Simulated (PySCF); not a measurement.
C5H4O2 (charge +1 and doublet state).
Geometry (GFN2-xTB, Å), atoms numbered from 1 in this order:
```
atom  x, y, z in Å
C1     3.0302   -0.3384    1.1173
C2     2.0953   -0.0314    0.4206
C3     1.0290    0.3577   -0.4398
O4     1.0502    0.8350   -1.5209
O5    -0.1951    0.0326    0.2123
C6    -1.2973    0.0532   -0.4891
C7    -2.4590   -0.4674    0.0052
H8     3.8620   -0.5665    1.7304
H9    -1.2382    0.5184   -1.4818
H10   -3.4121   -0.2151   -0.4383
H11   -2.4596   -1.1355    0.8582
```

The hyperfine couplings belong to this conformer and change with its torsions.

As a line formula: `[H]/[C+]=[C]\C(=O)OC=C` [radical] (charge +1).

Computed with UKS B3LYP, pcH-1 on C H O, non-relativistic, mean-field spin-orbit, GIAO (PySCF 2.14.0). The structure is a single GFN2-xTB conformer in the gas phase; no vibrational or solvent corrections. The geometry wasn't refined by DFT: couplings that depend on bond lengths, twists or pyramidal angles can differ widely from those at the functional's own minimum, by a factor of two or more for some ions and for spin on atoms past the first row. The frame is twisted about the C6–C7 bond at this geometry (dihedral H9–C6–C7–H10 = -16°); couplings at other torsion angles weren't computed. No stability test was run, so a lower SCF solution isn't excluded.

Principal values of hyperfine tensors in MHz (contact and dipolar terms together), for some of the nuclei:

```tsv
atom	isotope	A1	A2	A3
C7	13C	-7.02	-5.54	151.21
H10	1H	-65.60	-45.81	-11.73
O5	17O	-99.37	11.23	13.19
C6	13C	-32.21	-26.35	16.12
C3	13C	-10.35	-6.62	-3.64
H8	1H	-4.26	-3.27	-0.27
C2	13C	-0.20	0.85	5.69
C1	13C	-1.48	-0.56	7.60
```

Question: Give the isotropic coupling of each nucleus in MHz and in mT (g = 2.0036), and the anisotropic part.

Answer: a_iso = (A1 + A2 + A3)/3, Ti = Ai − a_iso; 1 mT corresponds to 28.043 MHz.

| atom | a_iso (MHz) | a_iso (mT) | T1 | T2 | T3 |
| --- | --- | --- | --- | --- | --- |
| C7 | 46.22 | 1.648 | -53.24 | -51.75 | 104.99 |
| H10 | -41.05 | -1.464 | -24.55 | -4.76 | 29.32 |
| O5 | -24.98 | -0.891 | -74.38 | 36.21 | 38.17 |
| C6 | -14.14 | -0.504 | -18.06 | -12.20 | 30.27 |
| C3 | -6.87 | -0.245 | -3.48 | 0.25 | 3.23 |
| H8 | -2.60 | -0.093 | -1.66 | -0.67 | 2.33 |
| C2 | 2.11 | 0.075 | -2.31 | -1.27 | 3.58 |
| C1 | 1.85 | 0.066 | -3.33 | -2.42 | 5.75 |

Question: What spin density at the nucleus of C3 lies behind its contact coupling (g_N = 1.40482)?

Answer: a_FC = (2μ0/3) gₑ μB g_N μN ρ(0)/(2S·h) = 800.24 MHz × g_N × ρ(0)/(2S), with ρ in bohr⁻³. With a_FC = -6.87 MHz and 2S = 1, ρ(0) = -0.006112 bohr⁻³.

Question: H11 (1H, g_N = 5.58569) isn't in the table. Its spin density at the nucleus is -0.008154 bohr⁻³. What is its contact coupling?

Answer: By the same relation, a_FC = -36.4 MHz. Its full tensor has the principal values -59.77, -41.52, -8.05 MHz.

Question: Which nucleus of the table has the largest anisotropic coupling, and what is its form?

Answer: C7: -53.2, -51.8, 105.0 MHz, axial, in the ratio −1:−1:+2, the form that spin in one p orbital centred on that nucleus gives.

Question: In a single crystal, with the field along each principal axis of the tensor of C7 in turn, what first-order splitting does this nucleus give (isotropic g, quadrupole terms neglected)?

Answer: 2 lines (I = 1/2), spaced by |A_i|/(g × 13.996): 0.25, 0.20, 5.39 mT along the axes of A1, A2 and A3.

Time: 54 s wall (grids of density and orbitals included); peak memory 0.73 GiB. Hardware: one thread, Arm Neoverse N1 (aarch64), on a shared host.

The SMILES draws the unpaired electron on C2; the largest computed Mulliken spin population is on C7 (0.65 against 0.01).
